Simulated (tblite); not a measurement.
Record of a relaxation.

Species: C₂H₇BFN (charge +1 and doublet state).
Bonds: N1–B2, B2–C3, C3–C4, C4–F5. Hydrogens: H6, H7 on N1; H8 on B2; H9, H10 on C3; H11, H12 on C4.

Computed with GFN2-xTB (tblite), gas phase: L-BFGS steps from a force-field or distance-geometry start until the largest atomic force falls under 0.01 eV/Å. 14 of its 116 geometries are shown.

Step 0: E = -441.1458 eV, largest atomic force 3.834 eV/Å
```
atom  x, y, z in Å  |  force x, y, z in eV/Å
N1      1.998    0.464   -0.250   -2.517  -2.300   1.753
B2      0.831   -0.495   -0.394    2.221   2.663  -0.474
C3     -0.413   -0.463    0.618   -0.130  -0.420   0.343
C4     -1.494    0.315   -0.152    1.108  -0.391   0.317
F5     -1.755   -0.398   -1.298   -0.360   0.923   0.636
H6      1.760    1.312    0.319    0.757  -0.769  -0.766
H7      2.805   -0.070    0.139   -0.335   0.917  -0.633
H8      0.554   -0.868   -1.464    0.212  -0.500  -0.014
H9     -0.156   -0.008    1.583   -0.266  -0.088  -0.247
H10    -0.718   -1.514    0.756   -0.007   0.271   0.077
H11    -2.412    0.430    0.473    0.339  -0.093  -0.521
H12    -1.000    1.294   -0.356   -1.024  -0.213  -0.470
```

Step 9: E = -442.0512 eV, largest atomic force 0.701 eV/Å
```
atom  x, y, z in Å  |  force x, y, z in eV/Å
N1      1.925    0.332    0.008    0.300   0.178  -0.306
B2      0.862   -0.406   -0.412   -0.260  -0.390  -0.136
C3     -0.447   -0.464    0.601    0.187   0.072  -0.197
C4     -1.492    0.334   -0.163    0.081  -0.147   0.306
F5     -1.855   -0.311   -1.299   -0.082   0.172   0.226
H6      1.866    1.284    0.354    0.008  -0.173   0.315
H7      2.893    0.041   -0.076    0.002   0.057  -0.210
H8      0.683   -1.026   -1.424    0.271   0.167   0.624
H9     -0.182   -0.030    1.570   -0.202   0.065  -0.255
H10    -0.706   -1.518    0.753   -0.156   0.263  -0.197
H11    -2.381    0.407    0.501    0.033   0.019  -0.242
H12    -1.164    1.356   -0.439   -0.181  -0.281   0.070
```

Step 18: E = -442.2756 eV, largest atomic force 0.164 eV/Å
```
atom  x, y, z in Å  |  force x, y, z in eV/Å
N1      2.001    0.341   -0.019    0.063   0.061   0.010
B2      0.941   -0.429   -0.328   -0.057  -0.052  -0.079
C3     -0.473   -0.436    0.538   -0.042   0.051  -0.071
C4     -1.547    0.346   -0.170   -0.013  -0.008   0.045
F5     -2.000   -0.274   -1.282    0.060  -0.004   0.044
H6      1.976    1.155    0.584    0.110  -0.041   0.050
H7      2.941    0.164   -0.365   -0.138   0.088   0.015
H8      0.899   -1.186   -1.225   -0.063  -0.007   0.051
H9     -0.248    0.017    1.506   -0.029  -0.089  -0.074
H10    -0.778   -1.478    0.647    0.031   0.083   0.042
H11    -2.412    0.395    0.529    0.011   0.028  -0.022
H12    -1.299    1.384   -0.441    0.066  -0.108  -0.012
```

Step 27: E = -442.2912 eV, largest atomic force 0.132 eV/Å
```
atom  x, y, z in Å  |  force x, y, z in eV/Å
N1      1.991    0.358   -0.010    0.071   0.004  -0.005
B2      0.938   -0.417   -0.316   -0.012  -0.053  -0.037
C3     -0.478   -0.443    0.534   -0.122   0.044   0.026
C4     -1.548    0.338   -0.176    0.021   0.025   0.020
F5     -2.006   -0.291   -1.282    0.031  -0.023   0.095
H6      2.031    1.110    0.668   -0.032  -0.048  -0.007
H7      2.900    0.229   -0.443    0.005   0.038  -0.025
H8      0.867   -1.198   -1.192    0.037   0.066  -0.021
H9     -0.241    0.006    1.500   -0.064  -0.020  -0.013
H10    -0.771   -1.486    0.647   -0.027   0.031   0.023
H11    -2.417    0.433    0.516    0.081  -0.014  -0.066
H12    -1.265    1.360   -0.473    0.011  -0.051   0.010
```

Step 35: E = -442.2997 eV, largest atomic force 0.050 eV/Å
```
atom  x, y, z in Å  |  force x, y, z in eV/Å
N1      1.988    0.354   -0.009    0.002   0.025   0.002
B2      0.931   -0.418   -0.305    0.013  -0.017  -0.019
C3     -0.484   -0.449    0.555   -0.040   0.013   0.014
C4     -1.531    0.332   -0.180    0.001  -0.007   0.011
F5     -1.992   -0.331   -1.265    0.007   0.020   0.009
H6      2.039    1.061    0.716    0.008  -0.007   0.018
H7      2.874    0.288   -0.498    0.003  -0.006   0.008
H8      0.842   -1.156   -1.213    0.005  -0.002  -0.025
H9     -0.262    0.000    1.522    0.008   0.003  -0.007
H10    -0.786   -1.490    0.667   -0.004   0.010   0.007
H11    -2.404    0.472    0.493    0.028   0.004  -0.001
H12    -1.216    1.335   -0.508   -0.031  -0.036  -0.017
```

Step 44: E = -442.3007 eV, largest atomic force 0.040 eV/Å
```
atom  x, y, z in Å  |  force x, y, z in eV/Å
N1      1.985    0.355   -0.006    0.035  -0.011   0.015
B2      0.932   -0.419   -0.310    0.009   0.010  -0.010
C3     -0.483   -0.447    0.553   -0.011   0.016   0.003
C4     -1.531    0.331   -0.183   -0.010  -0.006   0.005
F5     -1.999   -0.340   -1.259   -0.013  -0.002   0.010
H6      2.043    1.042    0.736   -0.007   0.003   0.004
H7      2.871    0.294   -0.498   -0.001   0.002   0.004
H8      0.847   -1.147   -1.226   -0.014  -0.007  -0.013
H9     -0.255    0.007    1.517    0.000   0.012  -0.002
H10    -0.786   -1.486    0.675    0.007   0.013  -0.017
H11    -2.396    0.478    0.499   -0.004  -0.003  -0.008
H12    -1.225    1.331   -0.524    0.010  -0.027   0.008
```

Step 53: E = -442.3025 eV, largest atomic force 0.054 eV/Å
```
atom  x, y, z in Å  |  force x, y, z in eV/Å
N1      1.996    0.338    0.013    0.054   0.003  -0.003
B2      0.937   -0.414   -0.328    0.003   0.028  -0.015
C3     -0.477   -0.429    0.540   -0.003   0.000  -0.002
C4     -1.547    0.323   -0.185   -0.004  -0.001  -0.007
F5     -2.044   -0.376   -1.229    0.000  -0.005  -0.002
H6      2.047    0.991    0.785    0.013  -0.007  -0.004
H7      2.885    0.303   -0.476   -0.025  -0.013   0.005
H8      0.840   -1.116   -1.263   -0.005   0.007   0.009
H9     -0.234    0.048    1.490   -0.025  -0.016   0.012
H10    -0.763   -1.471    0.677    0.009  -0.007   0.016
H11    -2.395    0.491    0.512    0.008   0.008  -0.007
H12    -1.244    1.312   -0.561   -0.025   0.002  -0.001
```

Step 62: E = -442.3050 eV, largest atomic force 0.061 eV/Å
```
atom  x, y, z in Å  |  force x, y, z in eV/Å
N1      2.030    0.313    0.040    0.026  -0.007   0.014
B2      0.945   -0.378   -0.342    0.024  -0.002  -0.026
C3     -0.472   -0.395    0.521    0.005  -0.023  -0.004
C4     -1.580    0.304   -0.197    0.007   0.022   0.033
F5     -2.118   -0.448   -1.183    0.045   0.001   0.028
H6      2.111    0.888    0.870    0.010   0.020   0.015
H7      2.910    0.306   -0.464   -0.020  -0.030  -0.022
H8      0.828   -1.038   -1.306    0.001   0.033   0.011
H9     -0.239    0.100    1.464   -0.007   0.030  -0.027
H10    -0.714   -1.445    0.679   -0.033  -0.034   0.001
H11    -2.395    0.516    0.524   -0.056  -0.024   0.007
H12    -1.304    1.276   -0.633   -0.002   0.015  -0.030
```

Step 71: E = -442.3106 eV, largest atomic force 0.075 eV/Å
```
atom  x, y, z in Å  |  force x, y, z in eV/Å
N1      2.095    0.253    0.095   -0.001   0.010  -0.035
B2      0.957   -0.296   -0.359   -0.007  -0.038  -0.064
C3     -0.466   -0.330    0.490    0.015   0.022   0.016
C4     -1.641    0.273   -0.205    0.013   0.003   0.009
F5     -2.194   -0.577   -1.098    0.007   0.007  -0.040
H6      2.231    0.745    0.969   -0.023  -0.025   0.024
H7      2.967    0.218   -0.422   -0.001  -0.014  -0.015
H8      0.810   -0.838   -1.394   -0.003   0.038   0.061
H9     -0.240    0.212    1.409   -0.007   0.021   0.021
H10    -0.651   -1.389    0.681    0.021   0.004   0.024
H11    -2.431    0.509    0.538   -0.024  -0.031   0.006
H12    -1.436    1.219   -0.730    0.011   0.003  -0.007
```

Step 80: E = -442.3167 eV, largest atomic force 0.128 eV/Å
```
atom  x, y, z in Å  |  force x, y, z in eV/Å
N1      2.124    0.206    0.104    0.042   0.010   0.023
B2      0.949   -0.222   -0.383   -0.058  -0.111  -0.025
C3     -0.457   -0.274    0.496   -0.001   0.013   0.002
C4     -1.668    0.245   -0.208   -0.013   0.012  -0.004
F5     -2.169   -0.647   -1.094    0.063   0.003  -0.007
H6      2.279    0.649    1.002    0.015  -0.026  -0.019
H7      3.003    0.101   -0.394   -0.050   0.030   0.014
H8      0.764   -0.664   -1.456   -0.013   0.023   0.040
H9     -0.245    0.306    1.395   -0.018   0.063  -0.026
H10    -0.589   -1.331    0.738    0.031  -0.020  -0.032
H11    -2.479    0.438    0.526    0.039   0.007  -0.004
H12    -1.509    1.192   -0.750   -0.037  -0.004   0.037
```

Step 88: E = -442.3313 eV, largest atomic force 0.286 eV/Å
```
atom  x, y, z in Å  |  force x, y, z in eV/Å
N1      2.148    0.109    0.121    0.039   0.038   0.072
B2      0.946   -0.192   -0.402    0.107   0.075   0.090
C3     -0.447   -0.161    0.494    0.025   0.041  -0.017
C4     -1.703    0.214   -0.212    0.004  -0.009  -0.001
F5     -2.066   -0.694   -1.147    0.010  -0.013   0.001
H6      2.335    0.431    1.070   -0.020  -0.145  -0.246
H7      3.011    0.031   -0.410   -0.081   0.066   0.085
H8      0.725   -0.534   -1.502   -0.018  -0.025   0.021
H9     -0.280    0.531    1.319    0.073  -0.029   0.030
H10    -0.469   -1.205    0.822   -0.067   0.024   0.007
H11    -2.534    0.271    0.521   -0.060  -0.008  -0.021
H12    -1.664    1.200   -0.701   -0.011  -0.016  -0.020
```

Step 97: E = -442.3558 eV, largest atomic force 0.072 eV/Å
```
atom  x, y, z in Å  |  force x, y, z in eV/Å
N1      2.167    0.031    0.118    0.002   0.058   0.043
B2      0.932   -0.169   -0.383   -0.007   0.019  -0.015
C3     -0.441   -0.056    0.515   -0.006  -0.006   0.004
C4     -1.717    0.194   -0.218   -0.007  -0.007  -0.006
F5     -1.939   -0.743   -1.173    0.011  -0.007   0.003
H6      2.413    0.123    1.097   -0.020  -0.043  -0.051
H7      2.989    0.137   -0.467    0.001  -0.022   0.005
H8      0.679   -0.452   -1.494    0.020   0.000   0.009
H9     -0.297    0.682    1.303   -0.025   0.012  -0.026
H10    -0.435   -1.078    0.917    0.008  -0.010  -0.005
H11    -2.585    0.151    0.468   -0.003   0.013   0.036
H12    -1.766    1.180   -0.709    0.025  -0.008   0.004
```

Step 106: E = -442.3593 eV, largest atomic force 0.087 eV/Å
```
atom  x, y, z in Å  |  force x, y, z in eV/Å
N1      2.171    0.002    0.129   -0.075  -0.038  -0.021
B2      0.932   -0.129   -0.394    0.056   0.032   0.024
C3     -0.438   -0.017    0.504   -0.013   0.002   0.005
C4     -1.728    0.174   -0.222   -0.010  -0.019   0.025
F5     -1.948   -0.810   -1.128    0.017   0.015   0.012
H6      2.415   -0.017    1.112   -0.023   0.014  -0.005
H7      2.999    0.126   -0.441    0.029  -0.002  -0.020
H8      0.691   -0.343   -1.523    0.016   0.010   0.020
H9     -0.315    0.752    1.265    0.005  -0.009  -0.026
H10    -0.395   -1.025    0.942   -0.018   0.013  -0.016
H11    -2.583    0.151    0.484   -0.001  -0.005   0.001
H12    -1.801    1.135   -0.754    0.017  -0.014   0.002
```

Step 115: E = -442.3604 eV, largest atomic force 0.009 eV/Å
```
atom  x, y, z in Å  |  force x, y, z in eV/Å
N1      2.173   -0.023    0.130   -0.004   0.003   0.005
B2      0.934   -0.101   -0.397    0.006  -0.004  -0.005
C3     -0.437    0.004    0.501    0.004   0.002  -0.005
C4     -1.734    0.162   -0.219    0.006  -0.002   0.000
F5     -1.937   -0.836   -1.114   -0.001  -0.001   0.007
H6      2.408   -0.062    1.115   -0.002  -0.001   0.000
H7      3.009    0.087   -0.432    0.002  -0.001  -0.002
H8      0.696   -0.271   -1.534   -0.005   0.002   0.004
H9     -0.319    0.788    1.246   -0.002  -0.004   0.001
H10    -0.381   -0.996    0.953   -0.002   0.005  -0.001
H11    -2.586    0.133    0.489    0.000  -0.003  -0.005
H12    -1.825    1.115   -0.764   -0.001   0.004   0.002
```

**Question.** Summarise the path.

**Answer.** The energy falls by 117.19 kJ/mol from step 0 to step 115; nine tenths of that is first reached at step 15. It rises by more than 0.2 meV at step 92. The largest force goes from 3.834 to 0.009 eV/Å. Among the bonds N1–B2 changes most, from 1.518 to 1.349 Å; the atoms move by 0.765 Å rms after alignment.

**Question.** Follow the three bonds and two angles with the largest change from start to end.

**Answer.** 
```tsv
step	E above end (kJ/mol)	largest force (eV/Å)	N1–B2 (Å)	C3–C4 (Å)	B2–C3 (Å)	B2–N1–H7 (°)	B2–C3–C4 (°)
0	117.19	3.834	1.518	1.539	1.604	107.9	103.8
5	42.76	0.804	1.381	1.501	1.625	124.6	99.6
10	25.57	0.472	1.359	1.519	1.668	122.8	105.1
15	10.27	0.247	1.347	1.500	1.635	123.0	112.1
20	7.74	0.122	1.347	1.499	1.665	123.3	111.5
25	7.09	0.140	1.344	1.502	1.654	122.7	111.7
30	6.37	0.104	1.344	1.496	1.660	122.1	110.6
35	5.86	0.050	1.342	1.499	1.656	122.9	109.4
40	5.81	0.028	1.343	1.497	1.660	122.8	109.3
45	5.75	0.037	1.342	1.498	1.658	122.7	109.5
50	5.65	0.044	1.342	1.496	1.659	122.8	110.0
55	5.55	0.052	1.342	1.496	1.661	123.5	110.9
60	5.45	0.074	1.342	1.494	1.662	123.8	111.6
65	5.15	0.106	1.341	1.495	1.658	123.1	113.5
70	4.88	0.089	1.342	1.493	1.657	122.8	115.0
75	4.64	0.074	1.343	1.493	1.657	122.9	114.9
80	4.22	0.128	1.343	1.494	1.659	123.1	115.3
85	3.24	0.135	1.341	1.490	1.654	122.1	116.1
90	2.18	0.269	1.345	1.488	1.655	123.0	118.5
95	0.63	0.105	1.348	1.491	1.645	122.9	117.6
100	0.34	0.059	1.349	1.494	1.645	123.2	117.2
105	0.15	0.099	1.351	1.492	1.642	123.0	117.7
110	0.01	0.017	1.349	1.492	1.642	123.0	118.0
115	0.00	0.009	1.349	1.492	1.642	123.1	118.0
```

What follows is the cost of the whole relaxation. Hardware: one thread of an Arm Neoverse V2, no GPU, on a shared host. Cost: 0.32 s of wall time.
